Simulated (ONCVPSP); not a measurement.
# Reading a pseudo-wave (titanium (Ti))

Columns: radius, all-electron u(r) and pseudo u(r) of the 3p shell (level -38.79 eV) of titanium in the configuration [Ne] 3s2 3p6 3d2 4s2; LDA (Perdew-Wang 92), scalar-relativistic, ONCV scheme, ONCVPSP 4.0.1.

```json
{"r (bohr)": "0.095", "all-electron": "-0.3817", "pseudo": "0.0312"}
{"r (bohr)": "0.190", "all-electron": "-0.5242", "pseudo": "0.1193"}
{"r (bohr)": "0.285", "all-electron": "-0.3107", "pseudo": "0.2521"}
{"r (bohr)": "0.380", "all-electron": "0.0427", "pseudo": "0.4140"}
{"r (bohr)": "0.475", "all-electron": "0.3911", "pseudo": "0.5849"}
{"r (bohr)": "0.570", "all-electron": "0.6704", "pseudo": "0.7432"}
{"r (bohr)": "0.665", "all-electron": "0.8636", "pseudo": "0.8731"}
{"r (bohr)": "0.760", "all-electron": "0.9770", "pseudo": "0.9663"}
{"r (bohr)": "0.855", "all-electron": "1.0253", "pseudo": "1.0171"}
{"r (bohr)": "0.950", "all-electron": "1.0250", "pseudo": "1.0229"}
{"r (bohr)": "1.045", "all-electron": "0.9911", "pseudo": "0.9909"}
{"r (bohr)": "1.140", "all-electron": "0.9355", "pseudo": "0.9354"}
{"r (bohr)": "1.235", "all-electron": "0.8674", "pseudo": "0.8674"}
{"r (bohr)": "1.330", "all-electron": "0.7934", "pseudo": "0.7933"}
{"r (bohr)": "1.425", "all-electron": "0.7180", "pseudo": "0.7179"}
{"r (bohr)": "1.520", "all-electron": "0.6443", "pseudo": "0.6442"}
{"r (bohr)": "1.615", "all-electron": "0.5742", "pseudo": "0.5741"}
{"r (bohr)": "1.710", "all-electron": "0.5089", "pseudo": "0.5088"}
{"r (bohr)": "1.805", "all-electron": "0.4489", "pseudo": "0.4489"}
{"r (bohr)": "1.900", "all-electron": "0.3946", "pseudo": "0.3945"}
{"r (bohr)": "1.995", "all-electron": "0.3457", "pseudo": "0.3457"}
{"r (bohr)": "2.090", "all-electron": "0.3021", "pseudo": "0.3020"}
{"r (bohr)": "2.185", "all-electron": "0.2633", "pseudo": "0.2633"}
{"r (bohr)": "2.280", "all-electron": "0.2291", "pseudo": "0.2291"}
{"r (bohr)": "2.375", "all-electron": "0.1990", "pseudo": "0.1990"}
{"r (bohr)": "2.470", "all-electron": "0.1726", "pseudo": "0.1726"}
```

Q: How many radial nodes do the two functions have?

A: The all-electron 3p function has n − l − 1 = 1; the pseudo-wave has 0, since the states of the same l below it are removed with the core.

Q: At about which radius was the pseudo-wave matched?

A: 1.10 bohr, where the columns begin to agree (steps of 0.10 bohr).

Q: Where does each function peak?

A: Outermost all-electron maximum near 0.85 bohr, pseudo maximum near 0.95 bohr (to the table’s step).

Q: Is the pseudo-wave norm-conserving?

A: Yes: the ONCV scheme keeps the norm inside the radius equal to the all-electron one, which fixes the energy derivative of the logarithmic derivative at the level.
